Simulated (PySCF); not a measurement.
How ionic is MSe along the alkali metals?

PBE0 in PySCF with def2-SVP on every atom (core potentials on Cs), for the lowest determinant that a PBE0 search found; no spin–orbit coupling. A negative dipole means M(+)Se(−).

```json
{"M": "Li", "state (unpaired electrons)": "doublet (π ↑)", "Re (Å)": "2.270", "μ (D)": "-6.85"}
{"M": "Na", "state (unpaired electrons)": "doublet (π ↑)", "Re (Å)": "2.604", "μ (D)": "-8.04"}
{"M": "K", "state (unpaired electrons)": "doublet (π ↑)", "Re (Å)": "2.961", "μ (D)": "-10.03"}
{"M": "Cs", "state (unpaired electrons)": "doublet (π ↑)", "Re (Å)": "3.256", "μ (D)": "-10.56"}
```

Give the ionic character |μ|/(e·Re) of each, with 1 e·Å = 4.803 D, and the positive end.

LiSe 63 % (Li positive), NaSe 64 % (Na positive), KSe 71 % (K positive), CsSe 68 % (Cs positive). Lone pairs and polarisation enter μ too, so this number is only a rough measure of charge transfer.

Spin–orbit coupling is left out. States were picked by a PBE0 search and need not be the measured ground states.
